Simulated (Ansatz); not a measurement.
Born–Oppenheimer molecular dynamics of H₂ (2 atoms, charge 0, multiplicity 1). It starts from a relaxed structure.

Computed with Ansatz 0.2.0, UKS PBE0-D4/def2-SVP.

| Property | Result |
| --- | --- |
| ensemble | NVE (Milne-controlled integrator) |
| time step | 1 fs |
| steps asked | 266 |
| starting velocities drawn for | 700 K |
| seed | 444037 |

First frame:

```xyz
2
Properties=species:S:1:pos:R:3
H 0.326 -0.101 0.169
H -0.326 0.101 -0.169
```

Task: What does the run give?

Result: The run went to its last step.

| Property | Result |
| --- | --- |
| steps done | 266 |
| time covered | 266 fs |
| mean temperature over the second half | 361 K |
| spread of the potential energy over the second half | 5.5 meV per atom |
| mean potential energy of the second half above the start | 7.7 meV per atom |

The conserved energy stayed within 1.8 meV per atom of its start (net change 0.64 meV per atom), so the integration is sound. The temperature averaged 0.52 of the 700 K drawn at the start: a run that starts near a minimum puts about half its kinetic energy into the potential. A run of 0.27 ps of so small a system gives no equilibrium averages.

Task: What happens to the structure?

Result: The same pairs are bonded in the first frame and the last. Pairs count as bonded within 1.25 times the sum of covalent radii (0.12 Å more for H–H). This is one draw of velocities; another would differ in detail.

Task: How do temperature and energy run in time?

Result: 
```json
{"time (fs)": "0.0", "T (K)": "700", "potential energy less start (eV)": "0.000", "conserved less start (meV/atom)": "0.00"}
{"time (fs)": "13.0", "T (K)": "11", "potential energy less start (eV)": "0.031", "conserved less start (meV/atom)": "0.51"}
{"time (fs)": "26.0", "T (K)": "586", "potential energy less start (eV)": "0.005", "conserved less start (meV/atom)": "0.03"}
{"time (fs)": "39.0", "T (K)": "420", "potential energy less start (eV)": "0.011", "conserved less start (meV/atom)": "-0.54"}
{"time (fs)": "52.0", "T (K)": "81", "potential energy less start (eV)": "0.028", "conserved less start (meV/atom)": "0.73"}
{"time (fs)": "65.0", "T (K)": "738", "potential energy less start (eV)": "0.000", "conserved less start (meV/atom)": "0.89"}
{"time (fs)": "78.0", "T (K)": "124", "potential energy less start (eV)": "0.026", "conserved less start (meV/atom)": "0.56"}
{"time (fs)": "91.0", "T (K)": "365", "potential energy less start (eV)": "0.016", "conserved less start (meV/atom)": "1.02"}
{"time (fs)": "104.0", "T (K)": "569", "potential energy less start (eV)": "0.008", "conserved less start (meV/atom)": "0.94"}
{"time (fs)": "117.0", "T (K)": "2", "potential energy less start (eV)": "0.031", "conserved less start (meV/atom)": "0.43"}
{"time (fs)": "130.0", "T (K)": "629", "potential energy less start (eV)": "0.004", "conserved less start (meV/atom)": "0.48"}
{"time (fs)": "143.0", "T (K)": "245", "potential energy less start (eV)": "0.021", "conserved less start (meV/atom)": "0.56"}
{"time (fs)": "156.0", "T (K)": "207", "potential energy less start (eV)": "0.021", "conserved less start (meV/atom)": "-0.18"}
{"time (fs)": "169.0", "T (K)": "673", "potential energy less start (eV)": "0.000", "conserved less start (meV/atom)": "-0.43"}
{"time (fs)": "182.0", "T (K)": "20", "potential energy less start (eV)": "0.030", "conserved less start (meV/atom)": "0.46"}
{"time (fs)": "195.0", "T (K)": "575", "potential energy less start (eV)": "0.006", "conserved less start (meV/atom)": "0.40"}
{"time (fs)": "208.0", "T (K)": "475", "potential energy less start (eV)": "0.010", "conserved less start (meV/atom)": "-0.06"}
{"time (fs)": "221.0", "T (K)": "55", "potential energy less start (eV)": "0.029", "conserved less start (meV/atom)": "0.78"}
{"time (fs)": "234.0", "T (K)": "748", "potential energy less start (eV)": "0.000", "conserved less start (meV/atom)": "1.04"}
{"time (fs)": "247.0", "T (K)": "166", "potential energy less start (eV)": "0.025", "conserved less start (meV/atom)": "0.80"}
{"time (fs)": "260.0", "T (K)": "311", "potential energy less start (eV)": "0.018", "conserved less start (meV/atom)": "0.84"}
```

Run time: 100 s on 1 thread of AMD EPYC (Zen 3) (shared host), peak memory 0.078 GiB.
